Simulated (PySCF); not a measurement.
## Vertical excitation energies

Compound: C5H11F3GaN.
SMILES: `C[N+](C)(C)[GaH2-][C](F)=C(F)F`

Computed with TDDFT PBE0/def2-SVPD, vertical, gas phase, core orbitals frozen in the response (PySCF 2.14.0, density-fitted response routines). Geometry: PBE0-D3(BJ)/def2-SVP, one conformer, isolated molecule. Relativistic effects, spin–orbit coupling among them, are left out although an element past zinc is present. Torsions of this conformer, `[CH3:1][N+:2]([CH3:3])([CH3:4])[GaH2-:5][C:6]([F:7])=[C:8]([F:9])[F:10]`: C1–N2–Ga5–C6 -62°, N2–Ga5–C6–F7 5°.

```csv
state,E (eV),E (kJ/mol),λ (nm),f,"main configurations (H = HOMO, L = LUMO)"
S1,5.55,536,223.3,0.0009,"H→L (76%), H→L+1 (16%)"
S2,6.19,598,200.2,0.0010,"H→L+1 (75%), H→L+3 (12%), H→L (10%)"
S3,6.46,623,192.1,0.017,"H→L+3 (67%), H→L (12%)"
S4,6.92,668,179.1,0.044,"H-1→L (68%), H-1→L+1 (12%)"
S5,6.95,671,178.3,0.254,"H→L+2 (60%), H-2→L (16%), H-1→L (10%)"
S6,7.07,682,175.4,0.0050,H→L+4 (90%)
S7,7.17,692,173.0,0.013,"H-2→L (60%), H→L+2 (16%)"
S8,7.25,699,171.1,0.0082,"H→L+6 (69%), H→L+7 (11%)"
S9,7.35,709,168.6,0.041,H→L+5 (87%)
S10,7.43,717,166.9,0.023,"H→L+7 (63%), H-1→L+1 (11%), H→L+6 (10%)"
```

Triplets, Tamm–Dancoff:

```csv
state,E (eV),λ (nm),"main configurations (H = HOMO, L = LUMO)"
T1,4.34,285.4,H→L+2 (82%)
T2,5.27,235.1,"H→L (63%), H→L+1 (17%)"
T3,6.06,204.5,"H→L+1 (55%), H→L+3 (32%)"
T4,6.20,199.9,"H→L (23%), H→L+3 (21%), H-1→L (17%)"
```

The lowest singlet comes at 223 nm (536 kJ/mol) in the ultraviolet; it is very weak; its leading configuration is HOMO→LUMO (76%). The strongest level in the table is S5 at 6.95 eV (178 nm, f = 0.254). Löwdin shares by element: HOMO carbon 54% or more, fluorine 21% or more (atoms not listed hold the other 25%); LUMO carbon 25% or more, gallium 21% (atoms not listed hold the other 54%). The oscillator strengths of these states sum to 0.406; summed over the whole spectrum of an exact calculation they would give the number of electrons, 106 (Thomas–Reiche–Kuhn). The listed states span 1.88 eV, and the widest gap between neighbours is 0.64 eV (S1 to S2). Of the 10 states listed, 6 reach f = 0.01 and none stays under 0.0005. All these states lie below the vertical ionisation energy of 8.69 eV (ΔSCF). Only the lowest 10 singlets were computed, as vertical energies without vibronic structure.
